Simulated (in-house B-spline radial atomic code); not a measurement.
Configurations of Ti IV (Ti3+), with energies counted from [Ar] 3d1. Level of theory: scalar-relativistic (X2C) PBE0, spin-polarised, spherical fractional occupations, exact exchange averaged over the configuration, Fermi nucleus of rms radius 3.5921 fm; calculated with a B-spline radial code for spherical atoms. Shells without spins written out take the highest spin.

Occupations are held fixed; configurations that lie above the ionisation limit could autoionise.

| configuration | E - E(ref) (eV) | highest orbital | its <r> (bohr) |
| --- | --- | --- | --- |
| [Ar] 4d1 | 24.133 | 4d up | 3.596 |
| [Ar] 4f1 | 29.367 | 4f up | 4.281 |
| [Ne] 3s2 3p5 3d1 4p1 | 51.54 | 4p up | 2.811 |
| [Ne] 3s2 3p5 3d1 4f1 | 65.227 | 4f up | 4.232 |

Task: Order these further configurations by energy, lowest first.
A. [Ar] 4p1
B. [Ar] 4s1
C. [Ne] 3s2 3p5 3d1 4s1
D. [Ne] 3s2 3p5 3d2

Result: B (10.116 eV), A (15.961 eV), D (34.123 eV), C (45.582 eV).
